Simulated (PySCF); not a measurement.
# Computed structure and properties of [Ce(NO2)]3+

System: [Ce(NO2)]3+ (singlet); start: template (C2v). Method: PySCF 2.14.0, RKS TPSS, Ce lcecp-2-SVP with ECP46, O def2-SVP, N def2-SVP; non-relativistic Hamiltonian with scalar-relativistic core potentials where named; density fitting; no spin-orbit coupling.

Input of the relaxation:

```python
mol = gto.M(atom='''
Ce     0.00000     0.00000    -0.58677
O      1.06000    -0.00000     1.57483
O     -1.06000     0.00000     1.57483
N      0.00000     0.00000     2.26483''',
    basis={'Ce': 'lcecp-2-SVP', 'O': 'def2-SVP', 'N': 'def2-SVP'},
    ecp={'Ce': 'lcecp-2-SVP'},
    charge=3, spin=0)
mf = dft.RKS(mol, xc='TPSS')
mf.grids.atom_grid = (50, 194)  # f atoms: unpruned, at least (60, 302)
mf = mf.density_fit()  # fitting sets: Ce AutoAux, O def2-universal-JKFIT, N def2-universal-JKFIT
mf.conv_tol = 1e-08; mf.max_cycle = 55
mf.kernel(dm0)  # dm0: converged density of the start geometry
# quasi-Newton relaxation in Cartesian coordinates to a largest gradient under 0.00045 Eh/bohr, steps kept in the point group
```

Run from Python with OMP_NUM_THREADS=2; the lines above give its settings. Where DIIS fails, smearing, a level shift and second-order steps follow.
It took 19 s on 2 threads of Arm Neoverse V1, on a shared host, from the converged density of the start.

Course of the relaxation:

```
step  energy above end (eV)  largest force component within the symmetry (eV/Å)
   0                 0.2835                                               1.561
   1                 0.1875                                               1.506
   2                 0.0542                                               1.143
   3                 0.0146                                               0.475
   4                 0.0006                                               0.121
   5                 0.0000                                               0.022
   6                 0.0000                                               0.003
```

Relaxed geometry (C2v):

```xyz
4

Ce    0.0000    0.0000   -0.4375
O     1.0479    0.0000    1.4953
O    -1.0479    0.0000    1.4953
N     0.0000    0.0000    2.2745
```

| contact | Å |
| --- | --- |
| Ce1–O2 (NO2) | 2.199 |

On the finer grid (75, 302):

| Property | Result |
| --- | --- |
| HOMO | not given (4f levels lie in the core) |
| LUMO | not given (4f levels lie in the core) |
| Dipole about the centre of mass | 4.28 D |
| Set of Mulliken populations of Ce1 outside the core potential | s 2.05, p 6.04, d 1.16, f 0.07 |
| D3(BJ) dispersion energy (not in the energies) | -0.085 eV |

| atom | Mulliken (e) | Löwdin (e) | spin (e) |
| --- | --- | --- | --- |
| Ce1 | 2.68 | 2.51 | 0.00 |
| O2 | -0.16 | 0.00 | 0.00 |
| O3 | -0.16 | 0.00 | 0.00 |
| N4 | 0.64 | 0.49 | 0.00 |

The large-core potential holds the 4f shell empty.

No frequency check is given here. The steps kept the symmetry C2v of the start, so a lower state may lie off it.

Taking off one NO2 (charge -1, singlet; the rest: singlet) in vacuum, both parts rigid, costs 33.85 eV; the small basis without counterpoise inflates it. Most of it is the attraction of opposite charges; other ways to part are cheaper, and one spin state was tried for the rest.

Rigid scan of NO2 along the line from its metal, all other atoms held (where the atom bridges, its other bond changes as well):

(distance to the donors' midpoint (Å), energy (eV)): (1.63, 1.229), (1.73, 0.474), (1.83, 0.102), (1.93, 0.000), (2.03, 0.076), (2.13, 0.263), (2.33, 0.795)

One start shape was tried, so this needn't be the lowest isomer.
